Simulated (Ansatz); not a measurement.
System: InO, charge 0, doublet. InO (SMILES [In]=[O], doublet).
B3LYP-D3(BJ)/def2-TZVP minimum from Ansatz (a program for electronic structure):
```xyz
2

In     0.0000     0.0000    -0.2727
O      0.0000     0.0000     1.6703
```
Charge 0, spin multiplicity 2.

Total energies in def2-TZVPP, 9 correlated electrons, 10 frozen orbitals. Radicals and triplets start from unrestricted determinants; spin-orbit coupling is neglected. Cores are frozen in correlated methods (noble-gas shells, and filled d and f shells in the p block). Past Kr the def2 sets carry scalar-relativistic core potentials. Spin-orbit terms, left out, reach several kcal/mol for Br and I, and more for heavier atoms. The UHF reference of InO ([O]=[In], doublet) is spin-contaminated (<S^2> up to 0.04 over the pure value in the sets run). The determinant of InO ([O]=[In], doublet) is a saddle point of the SCF energy; a lower one exists, which strains HF and MP2.

```tsv
method	program	energy (Eh)	minus CCSDT(Q) (mEh)
HF	Ansatz	-264.07056	283.61
MP2	Ansatz	-264.31530	38.87
CCSD	Ansatz	-264.33851	15.66
CCSD(T)	Ansatz	-264.35048	3.69
CCSDT(Q)	Ansatz	-264.35417	0.00
```

Rough core times of Ansatz's runs on a shared machine: CCSD(T) 20 s, CCSDT(Q) 2 min.
